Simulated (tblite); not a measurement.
C5H11B2NO2.
Atom-mapped SMILES: `[CH3:1][B:2]([CH3:3])[C@H:4]([CH3:5])[O:6][B:7]([OH:8])[C:9]#[N:10]` (hydrogens: H11, H12, H13 on C1; H14, H15, H16 on C3; H17 on C4; H18, H19, H20 on C5; H21 on O8)

Computed with GFN2-xTB (tblite), gas phase: L-BFGS steps from a force-field or distance-geometry start until the largest atomic force falls under 0.01 eV/Å.

Step 105: E = -812.4578 eV
```
atom  x, y, z in Å  |  force x, y, z in eV/Å
C1     -1.3753   -1.1224   -1.0031   -0.003  -0.001  -0.013
B2     -1.0360   -0.1862    0.2071    0.010  -0.014   0.023
C3     -1.9428   -0.1366    1.4891    0.003   0.002   0.023
C4      0.2541    0.7652    0.1293    0.011   0.017  -0.038
C5     -0.1101    2.0463   -0.6395    0.003   0.001   0.001
O6      1.3310    0.1437   -0.5840    0.007   0.003  -0.011
B7      2.2624   -0.6520   -0.0459   -0.004   0.002   0.000
O8      2.4196   -0.9639    1.2644    0.009  -0.006  -0.006
C9      3.2700   -1.2724   -1.0480    0.122  -0.037  -0.107
N10     4.0097   -1.7187   -1.8029   -0.125   0.059   0.132
H11    -0.5128   -1.3631   -1.6201    0.005   0.000  -0.004
H12    -1.8655   -2.0496   -0.7142    0.008  -0.006   0.021
H13    -2.0856   -0.6009   -1.6474    0.007   0.006  -0.014
H14    -2.9768   -0.4179    1.3045    0.017   0.009  -0.005
H15    -1.5520   -0.8647    2.2029   -0.025   0.012   0.022
H16    -1.9339    0.8268    1.9952   -0.004  -0.012   0.012
H17     0.6165    1.0710    1.1263   -0.006  -0.013  -0.035
H18    -0.4205    1.7854   -1.6473   -0.003   0.024   0.004
H19    -0.9200    2.5659   -0.1357   -0.024  -0.005   0.002
H20     0.7508    2.7082   -0.7039    0.014  -0.019   0.005
H21     1.8085   -0.5471    1.8728   -0.022  -0.024  -0.013
```

Step 106: E = -812.4583 eV
```
atom  x, y, z in Å  |  force x, y, z in eV/Å
C1     -1.3712   -1.1231   -1.0000    0.001  -0.001  -0.019
B2     -1.0313   -0.1856    0.2098   -0.016  -0.031   0.001
C3     -1.9410   -0.1340    1.4893    0.002  -0.004   0.035
C4      0.2567    0.7672    0.1289   -0.010   0.013  -0.037
C5     -0.1126    2.0461   -0.6411    0.005   0.009   0.000
O6      1.3330    0.1467   -0.5857    0.022   0.003   0.013
B7      2.2593   -0.6552   -0.0467   -0.006   0.007  -0.008
O8      2.4098   -0.9745    1.2626    0.018  -0.007  -0.009
C9      3.2698   -1.2714   -1.0489    0.124  -0.036  -0.107
N10     4.0123   -1.7108   -1.8051   -0.131   0.058   0.138
H11    -0.5082   -1.3650   -1.6163    0.001   0.004  -0.002
H12    -1.8615   -2.0506   -0.7118    0.007   0.006   0.021
H13    -2.0802   -0.6006   -1.6458    0.017  -0.005  -0.001
H14    -2.9756   -0.4109    1.3021    0.010   0.013  -0.014
H15    -1.5573   -0.8645    2.2039   -0.012   0.001   0.024
H16    -1.9290    0.8277    1.9976   -0.006   0.005   0.014
H17     0.6179    1.0743    1.1262    0.007  -0.009  -0.048
H18    -0.4252    1.7852   -1.6483    0.001   0.012   0.007
H19    -0.9232    2.5644   -0.1367   -0.019  -0.003   0.008
H20     0.7468    2.7093   -0.7082    0.014  -0.012   0.006
H21     1.8017   -0.5576    1.8738   -0.029  -0.023  -0.023
```

Step 107: E = -812.4590 eV
```
atom  x, y, z in Å  |  force x, y, z in eV/Å
C1     -1.3655   -1.1240   -0.9967    0.005  -0.003  -0.017
B2     -1.0260   -0.1851    0.2129   -0.037  -0.039  -0.024
C3     -1.9384   -0.1305    1.4901    0.001  -0.012   0.040
C4      0.2592    0.7698    0.1277   -0.032   0.005  -0.025
C5     -0.1160    2.0463   -0.6432    0.006   0.016  -0.002
O6      1.3361    0.1509   -0.5868    0.025   0.009   0.029
B7      2.2557   -0.6583   -0.0472    0.006   0.004  -0.013
O8      2.3989   -0.9873    1.2606    0.026  -0.011  -0.022
C9      3.2695   -1.2693   -1.0499    0.098  -0.020  -0.078
N10     4.0137   -1.7016   -1.8081   -0.109   0.042   0.118
H11    -0.5013   -1.3675   -1.6113   -0.008   0.009   0.002
H12    -1.8560   -2.0515   -0.7077    0.003   0.017   0.014
H13    -2.0730   -0.6006   -1.6445    0.027  -0.020   0.012
H14    -2.9735   -0.4020    1.2989   -0.001   0.016  -0.019
H15    -1.5637   -0.8645    2.2053    0.001  -0.011   0.028
H16    -1.9232    0.8292    2.0013   -0.006   0.019   0.011
H17     0.6186    1.0779    1.1252    0.024   0.002  -0.053
H18    -0.4311    1.7848   -1.6494    0.006   0.000   0.005
H19    -0.9273    2.5631   -0.1384   -0.008  -0.002   0.014
H20     0.7423    2.7105   -0.7137    0.011  -0.003   0.009
H21     1.7921   -0.5731    1.8745   -0.038  -0.016  -0.027
```

Q: Estimate the geometry and energy of step 108. (The exact step hangs on the optimiser's Hessian estimate; all steps are aligned on step 107, rigid shifts and turns removed.)

A: E = -812.4599 eV, largest force 0.102 eV/Å
```
atom  x, y, z in Å  |  force x, y, z in eV/Å
C1     -1.3559   -1.1262   -0.9923    0.009  -0.005  -0.008
B2     -1.0195   -0.1842    0.2165   -0.047  -0.038  -0.042
C3     -1.9345   -0.1259    1.4920   -0.001  -0.022   0.035
C4      0.2614    0.7749    0.1260   -0.046  -0.004  -0.005
C5     -0.1213    2.0482   -0.6461    0.005   0.019  -0.006
O6      1.3411    0.1593   -0.5869    0.029   0.000   0.047
B7      2.2505   -0.6627   -0.0479    0.012   0.015  -0.017
O8      2.3840   -1.0067    1.2573    0.023  -0.009  -0.042
C9      3.2674   -1.2671   -1.0515    0.055   0.005  -0.033
N10     4.0127   -1.6917   -1.8124   -0.066   0.014   0.076
H11    -0.4892   -1.3720   -1.6030   -0.019   0.015   0.006
H12    -1.8464   -2.0531   -0.7015   -0.005   0.023   0.004
H13    -2.0604   -0.6025   -1.6439    0.035  -0.037   0.023
H14    -2.9703   -0.3887    1.2939   -0.013   0.019  -0.018
H15    -1.5721   -0.8661    2.2069    0.012  -0.016   0.027
H16    -1.9145    0.8314    2.0075   -0.004   0.022   0.005
H17     0.6185    1.0850    1.1233    0.042   0.015  -0.047
H18    -0.4398    1.7848   -1.6505    0.010  -0.010  -0.004
H19    -0.9338    2.5633   -0.1406    0.008  -0.004   0.019
H20     0.7353    2.7138   -0.7216    0.007   0.006   0.013
H21     1.7779   -0.5967    1.8744   -0.045  -0.010  -0.032
```

The energy changes by -0.0009 eV. The first-order estimate −F·Δx gives -0.0012 eV and the mean of the old and new forces, exact on a quadratic surface, -0.0009 eV. The step makes an angle of 85° with the force vector and moves no atom by more than 0.028 Å.

What follows is the cost of the whole relaxation. Hardware: an Arm Neoverse V1 with one thread, shared host with 32 logical CPUs at a one-minute load of 21. Cost: 1.3 s.
